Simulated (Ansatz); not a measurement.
A run of Ansatz (development build ahead of 0.2.0) on singlet Be6 at this shape:

```yaml
atoms:
  - { symbol: Be, position_ang: [2.1000, 0.0000, 0.0000] }
  - { symbol: Be, position_ang: [1.0500, 1.8187, 0.0000] }
  - { symbol: Be, position_ang: [-1.0500, 1.8187, 0.0000] }
  - { symbol: Be, position_ang: [-2.1000, 0.0000, 0.0000] }
  - { symbol: Be, position_ang: [-1.0500, -1.8187, 0.0000] }
  - { symbol: Be, position_ang: [1.0500, -1.8187, 0.0000] }
```

Its results:

| Property | Result |
| --- | --- |
| Converged | yes |
| Reference energy | -87.47695 hartree |
| Correlation energy | -0.12151 hartree |
| Total energy | -87.59846 hartree |

Forces (eV/Å):
```
atom      Fx      Fy     Fz
 Be1   0.610   0.000  0.000
 Be2   0.305   0.528  0.000
 Be3  -0.305   0.528  0.000
 Be4  -0.610   0.000  0.000
 Be5  -0.305  -0.528  0.000
 Be6   0.305  -0.528  0.000
```

(1) Which input gives this output? Name the method, the orbitals and the basis set, and write the input.

Results:

(1) RHF-MP2 in def2-SVP. An unrestricted run that stays on the closed shell gives the same numbers.

```yaml
crystal:
  periodic: [false, false, false]
  atoms:
    - { symbol: Be, position_ang: [2.1, 0.0, 0.0] }
    - { symbol: Be, position_ang: [1.05, 1.81865, 0.0] }
    - { symbol: Be, position_ang: [-1.05, 1.81865, 0.0] }
    - { symbol: Be, position_ang: [-2.1, 0.0, 0.0] }
    - { symbol: Be, position_ang: [-1.05, -1.81865, 0.0] }
    - { symbol: Be, position_ang: [1.05, -1.81865, 0.0] }
basis:
  gaussian: { orbitals: def2-SVP }
hamiltonian:
  xc: hf
correlation:
  method: mp2
  frozen_orbitals: { Be: 0 }
output:
  forces: true
```
